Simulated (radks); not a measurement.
The numbers below are computed, except where a source is named.
Question: S8.4+, configuration 1s1.6 2s2 2p4 (fractional occupations, a model configuration). Code: a radial shooting solver on a logarithmic mesh with Libxc functionals. Model: Dirac Kohn-Sham, PBE, spin-unpolarised, spherical densities, point nucleus; open shells are shared between the two j in proportion to 2j + 1. Some entries of the table are withheld. Estimate them.

| orbital | occ. | eigenvalue (eV) | <r> (bohr) | r(max) (bohr) |
|---|---|---|---|---|
| 1s1/2 | 1.6 | -2729.087 | 0.09592 | 0.06292 |
| 2s1/2 | 2 | (1) | 0.4421 | 0.3689 |
| 2p1/2 | 1.33333 | (2) | (3) | (4) |
| 2p3/2 | 2.66667 | (5) | (6) | (7) |

Answer: 
(1) 2s1/2 eigenvalue (eV): -435.7329
(2) 2p1/2 eigenvalue (eV): -389.6121
(3) 2p1/2 <r> (bohr): 0.3915
(4) 2p1/2 r(max) (bohr): 0.2998
(5) 2p3/2 eigenvalue (eV): -387.9663
(6) 2p3/2 <r> (bohr): 0.3933
(7) 2p3/2 r(max) (bohr): 0.3013
